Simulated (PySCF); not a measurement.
# C₆ coefficients of unlike pairs at PBE

Calculated with PySCF 2.14 from the dipole response of each species, C₆(A,B) = (3/π) ∫ α_A(iu) α_B(iu) du, in atomic units, from isotropic polarisabilities. For ions this is the dispersion term alone; charge-induced terms of lower order in 1/R come first.

```csv
species,configuration,basis,relativity,α (bohr³),C₆ (like pair)
Co,[Ar] 3d7 4s2 (4F),"aug-cc-pwCVTZ-DK with one added diffuse shell each of s, p, d, f, g type (11s10p8d5f4g)",spin-free X2C,52.94,447.5
Ir,[Xe] 4f14 5d7 6s2 (4F),"aug-cc-pVTZ-PP with one added diffuse shell each of s, p, d, f, g type with ECP60MDF (7s7p6d4f3g)",core potential,48.65,532.1
Mn³⁺,[Ar] 3d4 (5D),aug-cc-pVTZ-DK (8s7p5d3f2g),spin-free X2C,2.104,5.229
Cs,[Xe] 6s1 (2S),def2-TZVPPD with the def2 core potential (46 electrons) (5s4p3d1f),core potential,470.7,8653
```

Problem. Estimate C₆ for Mn³⁺ with Co.

Solution. The integral gives 34.10. The combination rule 2 C_A C_B / (C_A α_B/α_A + C_B α_A/α_B) gives 31.34 and the geometric mean 48.38.

No spin-orbit coupling is included.

The other pairs:

| pair | C₆ |
| --- | --- |
| Cs, Ir | 1618 |
| Mn³⁺, Ir | 42.29 |
| Ir, Co | 480.3 |
| Cs, Co | 1630 |
| Cs, Mn³⁺ | 91.25 |
